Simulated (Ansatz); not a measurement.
[Al(CCH)4]- (C8H4Al⁻), 13 atoms. Hardware: 4 threads of Arm Neoverse V1 on a shared host.

Correlated methods freeze 13 core orbitals.

Question: How many basis functions does each of these Ansatz runs have, and roughly what does it cost? B97M-V/def2-TZVPD, charge 0 doublet at the geometry of the charge -1 singlet, energy, from earlier orbitals; PBE-D4/def2-TZVPD, charge 0 doublet at the geometry of the charge -1 singlet, energy, from earlier orbitals; PBE0-D4/def2-TZVPD, charge 0 doublet at the geometry of the charge -1 singlet, energy; B3LYP-D4/6-31G, charge -1 singlet, energy; PBE0-D4/def2-TZVPD, charge -1 singlet, energy, from earlier orbitals; HF/6-31G, charge -1 singlet, energy; RPA@PBE/def2-SVPD, charge -1 singlet, energy, from earlier orbitals; B97M-V/def2-TZVPD, charge -1 singlet, energy, from earlier orbitals; PBE-D4/def2-TZVPD, charge -1 singlet, energy, from earlier orbitals; PBE-D4/def2-SVPD, charge -1 singlet, relaxation, 3 steps; PBE-D4/def2-SVPD, charge -1 singlet, energy, from earlier orbitals; PBE0-D4/def2-SVPD, charge -1 singlet, energy, from earlier orbitals.

Answer: Other jobs shared the machine, so times can vary by a factor of up to 3. A dash marks memory too small to be measured apart from the calling script's.

| run | functions | fitting or Cholesky vectors | wall time | peak host memory (GiB) |
| --- | --- | --- | --- | --- |
| HF/6-31G, charge -1 singlet, energy | 93 | 1282 | 0.8 s | – |
| B3LYP-D4/6-31G, charge -1 singlet, energy | 93 | 1282 | 2.4 s | – |
| PBE-D4/def2-SVPD, charge -1 singlet, energy, from earlier orbitals | 216 | 1837 | 4.9 s | – |
| PBE-D4/def2-SVPD, charge -1 singlet, relaxation, 3 steps | 216 | 1837 | 7.5 s | – |
| PBE0-D4/def2-SVPD, charge -1 singlet, energy, from earlier orbitals | 216 | 1853 | 8 s | 0.68 |
| PBE-D4/def2-TZVPD, charge -1 singlet, energy, from earlier orbitals | 375 | 1860 | 8.5 s | 0.66 |
| RPA@PBE/def2-SVPD, charge -1 singlet, energy, from earlier orbitals | 216 | 2160 | 12 s | 0.63 |
| PBE0-D4/def2-TZVPD, charge -1 singlet, energy, from earlier orbitals | 375 | 1890 | 13 s | 1.2 |
| B97M-V/def2-TZVPD, charge -1 singlet, energy, from earlier orbitals | 375 | 1860 | 25 s | 0.81 |
| PBE-D4/def2-TZVPD, charge 0 doublet at the geometry of the charge -1 singlet, energy, from earlier orbitals | 375 | 1860 | 37 s | 1.8 |
| B97M-V/def2-TZVPD, charge 0 doublet at the geometry of the charge -1 singlet, energy, from earlier orbitals | 375 | 1860 | 2.7 min | 1.3 |
| PBE0-D4/def2-TZVPD, charge 0 doublet at the geometry of the charge -1 singlet, energy | 375 | 1890 | 4.5 min | 1.7 |
